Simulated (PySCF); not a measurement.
SMILES [Si](C)(C)(C[SiH](F)F)C (C₄H₁₂F₂Si₂), GFN2-xTB optimised geometry.

```
20

Si     2.44    -0.15    -1.61
F      3.94     0.37    -1.36
F      1.75     1.19    -2.18
C      1.64    -0.68     0.00
Si    -0.28    -0.68     0.00
C     -0.91     1.12     0.00
C     -0.87    -1.59     1.57
C     -0.89    -1.59    -1.55
H      2.51    -1.08    -2.71
H      1.99    -0.01     0.80
H      2.00    -1.67     0.27
H     -2.00     1.16    -0.06
H     -0.51     1.67    -0.84
H     -0.62     1.65     0.90
H     -1.95    -1.59     1.63
H     -0.54    -2.62     1.58
H     -0.49    -1.11     2.47
H     -0.47    -2.59    -1.62
H     -1.97    -1.70    -1.55
H     -0.61    -1.06    -2.46
```

Density from CAM-B3LYP/def2-SVP (PySCF) at that geometry.

Minimum of the electron density along straight lines between bonded atoms, close to the bond critical point (lines longer than 1.1 times the sum of covalent radii, or with two minima, are not listed):

```
bond    length / Å  ρ at the minimum / e bohr⁻³  ∇²ρ there / e bohr⁻⁵  position (fraction from the first atom)
------  ----------  ---------------------------  --------------------  ---------------------------------------
Si1–F2       1.605                        0.121                  1.11                                     0.42
Si1–F3       1.603                        0.121                  1.12                                     0.42
Si1–C4       1.877                        0.119                  0.31                                     0.38
C4–Si5       1.923                        0.104                  0.30                                     0.62
Si5–C6       1.904                        0.112                  0.31                                     0.38
Si5–C7       1.908                        0.111                  0.31                                     0.38
Si5–C8       1.906                        0.111                  0.31                                     0.38
Si1–H9       1.444                        0.125                  0.35                                     0.49
C4–H10       1.091                        0.266                 -0.93                                     0.63
C4–H11       1.089                        0.267                 -0.93                                     0.62
C6–H12       1.086                        0.272                 -0.98                                     0.63
C6–H13       1.085                        0.274                 -1.00                                     0.63
C6–H14       1.086                        0.272                 -0.98                                     0.63
C7–H15       1.085                        0.272                 -0.98                                     0.63
C7–H16       1.086                        0.272                 -0.98                                     0.63
C7–H17       1.086                        0.272                 -0.98                                     0.63
C8–H18       1.086                        0.272                 -0.98                                     0.63
C8–H19       1.086                        0.272                 -0.98                                     0.63
C8–H20       1.086                        0.272                 -0.98                                     0.63
```
